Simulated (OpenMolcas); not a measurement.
Levels of B I by method

```json
{
 "Program": "OpenMolcas 26.06",
 "Basis": "ANO-RCC-VTZP [4s3p2d1f]",
 "Scalar Hamiltonian": "DKH2, point nucleus",
 "Active space": "3 electrons in 9 orbitals (RAS2 2s 2p; RAS3 3d, at most 2 electrons)",
 "State averaging": "2S+1 = 4 odd, 1 root (0 in the spin-orbit step); 2S+1 = 2 odd, 3 roots; 2S+1 = 4 even, 3 roots",
 "Spin-orbit coupling": "state interaction with AMFI integrals over the reference wave functions, term energies averaged over their components"
}
```

Methods on the same reference wave functions:
A. RASSCF
B. SS-RASPT2, IPEA 0.25 Eh, imaginary shift 0.1 Eh (closed shells correlated: 1s)

Energies in cm⁻¹ above 2s² 2p ²P°_1/2, the measured ground level; measured values from NIST Handbook of Basic Atomic Spectroscopic Data.

| Level | A | B | Measured |
| --- | --- | --- | --- |
| 2s² 2p ²P°_1/2 | 0.0 | 0.0 | 0.0 |
| 2s² 2p ²P°_3/2 | 14.5 | 14.5 | 15.3 |
| 2s 2p² ⁴P_1/2 | 27373 | 28136 | 28870 |
| 2s 2p² ⁴P_3/2 | 27378 | 28141 | 28875 |
| 2s 2p² ⁴P_5/2 | 27387 | 28150 | 28881 |

Deviations, from unrounded energies. A percentage is the sum of absolute deviations over the sum of measured energies, with the sign that they share, or ± where signs differ.

```tsv
Against measurement	Levels	A	B
mean absolute deviation (cm-1)	4	1100	550
fine structure of the ground term (%)	1	-5.3	-5.3
other configurations (%)	3	-5.2	-2.5
```

B lies closest to measurement on these levels. The largest miss of B in the table is 2s 2p² ⁴P_1/2, by -730 cm-1. The ranking rests on the paired levels alone, and a cruder setting can come out closer through cancelling errors.

The lowest spin-free term lies below A's lowest term by 0.035 hartree in B.

Active for correlation alone: 3d; no level in the range computed is led by a configuration that fills it, so any true level of that kind is missing. Without dynamic correlation excited terms often stand tens of per cent too high (terms of higher spin than the ground term too low), and those without a measured partner can miss by more than the paired ones (holds for A). Computed and measured levels are paired by configuration, term and J; levels that our copy of the source lacks, or whose pairing is in doubt (as where it misses far off the trend of its configuration), stay unpaired and out of the deviations. Levels of configurations outside the active space are missing.

° marks odd parity.
